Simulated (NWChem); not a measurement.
All runs are NWChem calculations. System: F₅Te, charge 1, spin multiplicity 1, at the geometry of a parent with another charge or spin, in a state set for the comparison that need not be this species' ground state. Level: MP2/def2-SVP with def2 effective core potentials on Te, 9 core orbitals frozen.

Input file:

```
start mol
memory heap 200 mb stack 900 mb global 1100 mb
charge 1
geometry units angstroms nocenter noautoz
  F      1.942232     0.000000    -0.190067
  Te     0.000000     0.000000    -0.165762
  F      0.000000    -1.942227    -0.190213
  F      0.000000     1.942227    -0.190213
  F      0.000000     0.000000     1.718297
  F     -1.942232     0.000000    -0.190067
  symmetry group C2v
end
basis spherical
  * library def2-svp
end
ecp
  Te library def2-ecp
end
scf
  rhf
  nopen 0
  maxiter 100
  thresh 1e-7
  semidirect memsize 60000000 filesize 0
end
mp2
  freeze core 9
end
task mp2 energy
```

Output (cleaned and shortened):

```
             Northwest Computational Chemistry Package (NWChem) 7.3.0
             --------------------------------------------------------

                                NWChem Input Module
                                -------------------

 Scaling coordinates for geometry "geometry" by  1.889725989
 (inverse scale =  0.529177249)

 Turning off AUTOSYM since
 SYMMETRY directive was detected!

                             Geometry "geometry" -> ""
                             -------------------------

 Output coordinates in angstroms (scale by  1.889725989 to convert to a.u.)

  No.       Tag          Charge          X              Y              Z
 ---- ---------------- ---------- -------------- -------------- --------------
    1 F                    9.0000     1.94223200     0.00000000    -0.19006700
    2 Te                  52.0000     0.00000000     0.00000000    -0.16576200
    3 F                    9.0000     0.00000000    -1.94222700    -0.19021300
    4 F                    9.0000     0.00000000     1.94222700    -0.19021300
    5 F                    9.0000     0.00000000     0.00000000     1.71829700
    6 F                    9.0000    -1.94223200     0.00000000    -0.19006700

 Effective nuclear repulsion energy (a.u.)     788.9064900243

            Nuclear Dipole moment (a.u.)
            ----------------------------
        X                 Y               Z
 ---------------- ---------------- ----------------
     0.0000000000     0.0000000000     0.0000170075

      Symmetry information
      --------------------

 Group name             C2v
 Group number             16
 Group order               4
 No. of unique centers     4

      Symmetry unique atoms

     1    2    3    5


 Summary of "ao basis" -> "" (spherical)
 ------------------------------------------------------------------------------
       Tag                 Description            Shells   Functions and Types
 ---------------- ------------------------------  ------  ---------------------
 *                          def2-svp                  on all atoms

 Summary of "ao basis" -> "ao basis" (spherical)
 ------------------------------------------------------------------------------
       Tag                 Description            Shells   Functions and Types
 ---------------- ------------------------------  ------  ---------------------
 F                          def2-svp                 6       14   3s2p1d
 Te                         def2-svp                10       26   4s4p2d

                                 NWChem SCF Module
                                 -----------------

  ao basis        = "ao basis"
  functions       =    96
  atoms           =     6
  closed shells   =    34
  open shells     =     0
  charge          =   1.00
  wavefunction    = RHF
  use symmetry    = T
  symmetry adapt  = T

 Summary of "ao basis" -> "ao basis" (spherical)
 ------------------------------------------------------------------------------
       Tag                 Description            Shells   Functions and Types
 ---------------- ------------------------------  ------  ---------------------
 F                          def2-svp                 6       14   3s2p1d
 Te                         def2-svp                10       26   4s4p2d

      Symmetry analysis of basis
      --------------------------

        a1         39
        a2         11
        b1         23
        b2         23

 Forming initial guess at       0.0s

      Superposition of Atomic Density Guess
[...]
    86      0.240794  6 F  px                16     -0.228859  2 Te s
    15     -0.211428  2 Te s                  7      0.201449  1 F  px

 Vector   36  Occ=0.000000D+00  E=-1.944141D-01  Symmetry=a1
              MO Center= -1.1D-14,  1.4D-14,  1.3D-01, r^2= 2.7D+00
   Bfn.  Coefficient  Atom+Function         Bfn.  Coefficient  Atom+Function
  ----- ------------  ---------------      ----- ------------  ---------------
    17      0.866272  2 Te s                 30      0.593147  2 Te pz
    27      0.485325  2 Te pz                74     -0.331003  5 F  pz
    77      0.319724  5 F  pz                71     -0.301285  5 F  s
    16     -0.258926  2 Te s                 15     -0.222809  2 Te s
    24     -0.173730  2 Te pz

 Vector   37  Occ=0.000000D+00  E=-1.100710D-01  Symmetry=b1
              MO Center= -1.2D-15,  1.6D-14, -2.7D-01, r^2= 3.0D+00
   Bfn.  Coefficient  Atom+Function         Bfn.  Coefficient  Atom+Function
  ----- ------------  ---------------      ----- ------------  ---------------
    28      0.820812  2 Te px                25      0.710555  2 Te px
     3     -0.391900  1 F  s                 85      0.391900  6 F  s
     7      0.315409  1 F  px                89      0.315409  6 F  px
     4     -0.260158  1 F  px                86     -0.260158  6 F  px
    22     -0.241087  2 Te px                19     -0.186086  2 Te px

 center of mass
 --------------
 x =   0.00000000 y =   0.00000000 z =  -0.02804880

 moments of inertia (a.u.)
 ------------------
         734.547243334079           0.000000000000           0.000000000000
           0.000000000000         734.549878726184           0.000000000000
           0.000000000000           0.000000000000        1023.707258350388

  Mulliken analysis of the total density
  --------------------------------------

    Atom       Charge   Shell Charges
 -----------   ------   -------------------------------------------------------
    1 F    9     9.29   1.99  1.15  0.83  3.23  2.07  0.01
    2 Te  24    21.46   1.77  0.26  1.16  0.02  2.93  3.10  1.41  0.18  9.92  0.73
    3 F    9     9.29   1.99  1.15  0.83  3.23  2.07  0.01
    4 F    9     9.29   1.99  1.15  0.83  3.23  2.07  0.01
    5 F    9     9.37   1.99  1.14  0.84  3.27  2.12  0.01
    6 F    9     9.29   1.99  1.15  0.83  3.23  2.07  0.01

       Multipole analysis of the density wrt the origin
       ------------------------------------------------

     L   x y z        total         open         nuclear
     -   - - -        -----         ----         -------
     0   0 0 0      1.000000      0.000000     69.000000

     1   1 0 0      0.000000      0.000000      0.000000
     1   0 1 0      0.000000      0.000000      0.000000
     1   0 0 1     -1.494276      0.000000      8.770870

     2   2 0 0    -36.543370      0.000000    242.478026
     2   1 1 0      0.000000      0.000000      0.000000
     2   1 0 1      0.000000      0.000000      0.000000
     2   0 2 0    -36.542935      0.000000    242.476777
     2   0 1 1     -0.000000      0.000000      0.000000
     2   0 0 2    -32.765357      0.000000    101.896272

                   NWChem MP2 Semi-direct Energy/Gradient Module
                   ---------------------------------------------

  Basis functions       =     96
  Molecular orbitals    =     96
  Frozen core           =      9
  Frozen virtuals       =      0
  Active alpha occupied =     25
  Active beta occupied  =     25
  Active alpha virtual  =     62
  Active beta virtual   =     62
  Use MO symmetry       = T
  Use skeleton AO sym   = T

  AO/Fock/Back tols     =   1.0D-09  1.0D-09  1.0D-09

 GA uses MA = F    GA memory limited = T

 Available:
  local mem=  1.26D+08
 global mem=  1.44D+08
 local disk=  0.00D+00
  mp2_memr nvloc                    62
  nvloc new                    62
   1 passes of  25:        3145728                      58325                  22618867.
   1 passes of  25: M    126148151           G      144160768           F     123002423.

 Semi-direct pass number   1 of   1  for RHF alpha+beta  at        0.8s
  vrange nnbf                  4289
  mp2_eaftype                    86  avail_ma_in_mb                  1099
 EAF : mp2_eaftype filesize          86   11309434.
  mp2_eaf for mointskh                     86
Node 0 wrote     53.2 Mb in      0.0 s     Agg I/O rate:  1763.1 Mb/s
 Done moints_semi at        2.7s
  mp2_eaftype                    86  avail_ma_in_mb                  1013
 EAF : mp2_eaftype filesize          86   11309434.
  mp2_eaf for kh                    86
 Done maket at        2.8s
 Done multipass loop at        2.8s

          -------------------------------------------
          SCF energy                -763.175418810475
          Correlation energy          -1.144888373826
          Singlet pairs               -0.665870460591
          Triplet pairs               -0.479017913236
          Total MP2 energy          -764.320307184301
          -------------------------------------------

          ---------------------------------------------------
                    Spin Component Scaled (SCS) MP2
          Same spin pairs                     -0.319345275490
          Same spin scaling factor             0.333333333333
          Opposite spin pairs                 -0.825543098336
          Opposite spin scaling fact.          1.200000000000
          SCS-MP2 correlation energy          -1.097100143166
          Total SCS-MP2 energy              -764.272518953641
          ---------------------------------------------------

 -----------------------
 Performance information
 -----------------------

 Timer overhead =  1.27D-07 seconds/call

               Nr. of calls         CPU time (s)                 Wall time (s)                GFlops
             ---------------    -------------------     ------------------------------   -------------------
Name         Min   Avg   Max    Min     Avg     Max     Min     Avg     Max   Mx/calls   Min     Max     Sum
mp2: moin     1     1     1    1.9     1.9     1.9      1.9     1.9     1.9     1.9      0.0     0.0     0.0
mp2: make     1     1     1   0.17    0.17    0.17     0.17    0.17    0.17    0.17      0.0     0.0     0.0
mp2: tota     1     1     1    2.0     2.0     2.0      2.0     2.0     2.0     2.0      0.0     0.0     0.0

 The average no. of pstat calls per process was 3.00D+00
 with a timing overhead of 3.81D-07s

 Task  times  cpu:        2.8s     wall:        2.8s

 Total times  cpu:        2.8s     wall:        2.8s
```
